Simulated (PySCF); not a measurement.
Al(NH2)3 (AlH6N3), SMILES [NH2][Al]([NH2])[NH2]. Atoms are numbered in the order given.

```xyz
10

Al     0.0000     0.0000     0.0000
N     -1.7800     0.0000     0.0000
H     -2.3657    -0.8283     0.0000
H     -2.3657     0.8283     0.0000
N      0.8900     1.5415     0.0000
H      1.9002     1.6346     0.0000
H      0.4655     2.4629     0.0000
N      0.8900    -1.5415     0.0000
H      1.9002    -1.6346     0.0000
H      0.4655    -2.4629     0.0000
```
Charge 0, spin multiplicity 1.

Geometry optimised at B3LYP-D3(BJ)/def2-SVP. A frequency run showed that this geometry is not a minimum. One conformer was computed; it need not be the lowest.

All values below come from B3LYP/pcSseg-1 in PySCF.

GIAO shieldings, no solvent; atoms alike by connectivity are averaged. δ = σ(ref) − σ: ¹⁵N against NH3 (σ = 265.5 ppm); ¹H against TMS (σ = 31.68 ppm), references at their B3LYP-D3(BJ)/def2-TZVP geometries, non-relativistic.

**Question.** Estimate the chemical shifts. (The exact figures need the calculation; the answer reports its results.)

**Answer.** 
```
nucleus                    atoms  count  δ (ppm)
-------  -----------------------  -----  -------
¹⁵N                   N2, N5, N8      3     -3.7
¹H       H3, H4, H6, H7, H9, H10      6    -0.15
```
